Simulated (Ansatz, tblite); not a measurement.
Forces on the cluster Au₄⁻ at its PBE0-D4/def2-SVPD geometry. The state is a doublet with charge -1.

In the def2 sets Au takes a core potential; there is no spin–orbit coupling. The xTB rows come from tblite. No other spin state of charge -1 was run. Another isomer (doublet) lies 0.05 eV lower at PBE0-D4/def2-TZVPD; other spin states weren't run for this one.

GFN1-xTB (tblite), largest force 0.05 eV/Å:

```xyz
4
positions Å, forces eV/Å
Au    0.291   -0.191    2.302   -0.006    0.004   -0.050
Au   -0.291    0.191   -2.302    0.006   -0.004    0.050
Au    1.342    0.400   -0.136    0.019    0.006   -0.002
Au   -1.341   -0.400    0.136   -0.020   -0.006    0.002
```

GFN2-xTB (tblite), largest force 0.40 eV/Å:

```
Au -0.035 0.023 -0.281
Au 0.036 -0.024 0.281
Au -0.382 -0.114 0.039
Au 0.382 0.114 -0.039
```

PBE-D4/def2-TZVPD (Ansatz), largest force 0.14 eV/Å:

```
Au -0.017 0.011 -0.138
Au 0.018 -0.012 0.138
Au -0.078 -0.023 0.008
Au 0.077 0.023 -0.008
```
